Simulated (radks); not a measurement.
Q: V II, configuration [Ne] 3s2 3p4 3d4 4s2 (not the ground configuration). Method: scalar-relativistic Kohn-Sham, exchange-only LDA, spin-polarised, spherical densities, finite nucleus; open shells are filled with parallel spins first; Fermi nuclear charge, rms radius 3.6002 fm; computed with a radial shooting solver on a logarithmic mesh with Libxc functionals. Some entries of the table are withheld. Estimate them.

orbital  occ.  eigenvalue (eV)  <r^2> (bohr^2)
1s up       1        -5371.028        0.005958
1s down     1        -5370.113        0.005956
2s up       1        -618.0314          0.1130
2s down     1        -615.1738          0.1123
2p up       3        -520.1626         0.09287
2p down     3        -517.5266         0.09216
3s up       1         -86.8827           1.006
3s down     1         -78.0690           1.030
3p up       3         -60.6496           1.147
3p down     1         -52.1208           1.199
3d up       4         -20.3782             (1)
3d down     0         -13.0784             (2)
4s up       1              (3)           8.657
4s down     1              (4)           10.34
4p up       0          -7.6945           12.93
4p down     0          -6.8205           15.76
5s up       0          -3.1012           57.98
5s down     0          -2.9726           63.57

A: 
(1) 3d up <r^2> (bohr^2): 1.761
(2) 3d down <r^2> (bohr^2): 2.383
(3) 4s up eigenvalue (eV): -12.5771
(4) 4s down eigenvalue (eV): -10.9430
